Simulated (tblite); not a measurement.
A tight-binding relaxation on `[GeH3][O][C@@H]1CSBS1`.

Computed with GFN2-xTB geometry optimisation, gas phase (tblite 0.8.0). Start geometry: from a force field or distance geometry. The input is one job of a driver script: a line of settings, then coordinates in Å.

Command:
```bash
OMP_NUM_THREADS=1 python probes_run.py task.json out
```

Input:
```
{"job": {"kind": "relax", "xc": "GFN2-xTB", "basis": "xTB"}, "charge": 0, "multiplicity": 1}
Ge     2.450900     0.033100     0.116800
O      0.943700    -0.973200     0.093900
C     -0.165000    -0.156200    -0.111300
C     -1.422700    -0.863200     0.407600
S     -2.973500    -0.109600    -0.182600
B     -2.062800     0.874100    -1.493200
S     -0.394300     0.147300    -1.906900
H      3.685700    -0.875000     0.303300
H      2.384900     1.039500     1.296200
H      2.571500     0.806800    -1.215700
H     -0.095100     0.817500     0.428900
H     -1.423400    -0.862300     1.528400
H     -1.416500    -1.928800     0.090700
H     -2.084100     2.049500    -1.383200
```

Output:
```
step      E/eV     max force
  0    -587.38042    1.615
  1    -587.55193    1.321
  2    -587.78029    1.029
  3    -587.84583    1.020
  4    -588.00485    0.791
  5    -588.06272    0.661
  6    -588.12951    0.571
  7    -588.17614    0.557
  8    -588.22929    0.603
  9    -588.27534    0.668
... (139 lines left out)
149    -588.77669    0.039
150    -588.77688    0.027
151    -588.77705    0.034
152    -588.77720    0.027
153    -588.77731    0.021
154    -588.77739    0.020
155    -588.77746    0.017
156    -588.77751    0.014
157    -588.77754    0.011
158    -588.77756    0.010
```

«max force» is the largest atomic force in eV/Å.

Task: From which step on does the largest force stay under 0.1 eV/Å, and how much energy is left to gain from there?

Result: From step 138 (0.085 eV/Å), 5.3 meV above the end.

In short: energy lowered by 32.2 kcal/mol over 158 steps; largest atomic force 0.010 eV/Å at the end.

Task: Estimate the wall time. Hardware: Arm Neoverse V1, one thread, no GPU, shared host with 32 logical CPUs at a one-minute load of 6.4.

Result: About 1.2 s.
Labels such as C1 count atoms from 1, the log's own numbers from 0.
